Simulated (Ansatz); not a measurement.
Abridged output of a molecular run in Ansatz:

```
Functional definition: HF
1901 factors; integrals over basis functions are off by at most 1.2e-3 eV
mean field evaluation 1: about -60295.1057 eV, gradient 5.2e1 eV
mean field evaluation 2: about -60295.3227 eV, gradient 5.2e1 eV
mean field evaluation 4: about -60300.7381 eV, gradient 5.3e0 eV
mean field evaluation 8: about -60300.8241 eV, gradient 4.4e-1 eV
mean field evaluation 16: about -60300.8249 eV, gradient 8.7e-7 eV
mean field -60300.82494419 eV, -2216.0144433317 hartree, gradient 8.7e-7 eV, S^2 0.000000; 0 other end points of the search recorded, 0 dependent functions left out
14 core orbitals not correlated: weight in the atoms' cores, before any rotation towards them, 1.000 or more for the frozen orbitals, at most 0.000 for the correlated occupied ones
reference -60300.82494419 eV, -2216.0144433317 hartree; 23, 23 occupied and 278, 278 virtual orbitals, 1901 factors
second order -33.83369004 eV of doubles, -0.00000000 eV of singles
cycle   1  -33.60893988 eV  change    2.2e-1 eV  update   1.4e-1
cycle   2  -34.46557455 eV  change   -8.6e-1 eV  update   4.2e-2
cycle   3  -34.66298280 eV  change   -2.0e-1 eV  update   2.2e-2
cycle   4  -34.64798520 eV  change    1.5e-2 eV  update   5.8e-3
cycle   5  -34.64404736 eV  change    3.9e-3 eV  update   3.0e-3
cycle   6  -34.64579104 eV  change   -1.7e-3 eV  update   9.8e-4
cycle   7  -34.64540952 eV  change    3.8e-4 eV  update   3.7e-4
cycle   8  -34.64526834 eV  change    1.4e-4 eV  update   1.1e-4
cycle   9  -34.64531432 eV  change   -4.6e-5 eV  update   4.4e-5
perturbative correction -1.29340635 eV, -0.0475318068 hartree
Total energy: -60336.76366486 eV, -2217.3351669563 hartree
```

Its atoms:

Z-matrix (Å, degrees):
```
C
C 1 1.512
H 1 1.094 2 110.6
H 1 1.093 2 110.7 3 119.4
H 1 1.092 2 110.5 3 -120.5
O 2 1.413 1 112.0 3 64.8
H 2 1.096 1 110.0 3 -176.7
H 2 1.097 1 109.6 3 -59.0
Ga 6 1.772 2 123.1 1 -77.9
C 9 1.937 6 126.2 2 177.1
F 9 1.765 6 112.3 2 -3.9
H 10 1.091 9 109.7 6 -120.2
H 10 1.089 9 110.5 6 0.5
H 10 1.091 9 109.7 6 121.2
```

(1) Which basis set was used?
A. def2-QZVPP
B. def2-SVP
C. def2-TZVPP
D. cc-pV(Q+d)Z

(2) Write the keys of the input that set method, charge and spin (a neutral closed shell needs none for the last two).

Results:

(1) C. It gives 315 functions.

(2) 
```yaml
correlation: {method: ccsd_t}
```
